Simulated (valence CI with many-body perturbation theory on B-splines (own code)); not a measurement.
## Sr23+ in brief

Method: relativistic CI+MBPT: five valence electrons over a frozen Dirac-Fock core [Ne], radial functions for each j: 9 s, 9 p, 8 d, 6 f, 3 g, 1 h, with the one-electron correlation potential Σ1 (screened to all orders), the two-electron term Σ2, the three-electron term Σ3, Breit, model QED; selected single and double excitations, second order for the rest (own B-spline code, finite nucleus).

No measured spectrum was set against this ion. As an estimate, levels of excited configurations hold to 0.05 to 0.15 % of their energy, terms of the ground configuration to about 0.5 %. Among the levels kept, up to 470 cm⁻¹ of a level comes from second order outside the variational space, and about a tenth of that is noise between levels of different J, which matters for small intervals.

Names give the largest LS component (configuration and term), which can be under half, so a name can repeat, a term be missing and a line seem to break the LS rules; names also repeat where a configuration has a term twice.

Rates and lifetimes use the calculated energies. Strong lines usually hold to 10 to 20 %, long lifetimes can be off by a factor of two.

Problem. What is the ground level?

Solution. 3s²3p³ ⁴S°_3/2, composition 59 % 3s²3p³ ⁴S° + 26 % 3s²3p³ ²P° + 12 % 3s²3p³ ²D°, g = 1.669.

Problem. Among levels below 1348500 cm⁻¹, which E1 lines absorb most strongly from the ground level?

Solution. to 3s²3p²3d ⁴P_5/2 at 10.13 nm, f = 0.322; to 3s²3p²3d ⁴P_3/2 at 9.975 nm, f = 0.165; to 3s²3p²3d ⁴P_1/2 at 9.916 nm, f = 0.133.

Problem. How well does LS coupling describe the low levels?

Solution. Among the lowest 20 levels the leading LS term, summed over configurations, holds 71 % on average. For single configurations the figures are 63 % in LS and 67 % in jj coupling. Terms mix most in the J = 3/2 level at 781820 cm⁻¹, where the leading one holds 49 %.

Problem. Name the longest-lived excited levels whose lifetime is computed, and their main decay.

Solution. 3s²3p³ ²D°_5/2 at 131660 cm⁻¹ lives 298 μs, mostly by M1 to 3s²3p³ ⁴S°_3/2; 3s²3p³ ²D°_3/2 at 97297 cm⁻¹ lives 57.0 μs, mostly by M1 to 3s²3p³ ⁴S°_3/2; 3s²3p³ ²P°_1/2 at 181490 cm⁻¹ lives 33.3 μs, mostly by M1 to 3s²3p³ ⁴S°_3/2. The lifetime of 3s²3p²3d ⁴F_9/2 is too uncertain to give, and may be longer.

Problem. What is the ionisation energy?

Solution. 1095.6 eV; NIST lists 1105 ± 4 eV (semi-empirical).

Problem. Where does the other parity begin?

Solution. At 3s3p⁴ ⁴P_5/2, 576160 cm⁻¹.

Problem. What are the static dipole polarisabilities of the lowest levels?

Solution. 3s²3p³ ⁴S°_3/2 0.0622 (tensor 0.0025); 3s²3p³ ²D°_3/2 0.0637 (tensor 0.0037); 3s²3p³ ²D°_5/2 0.0638; 3s²3p³ ²P°_1/2 0.0628 bohr³, of which the core gives 0.000937.
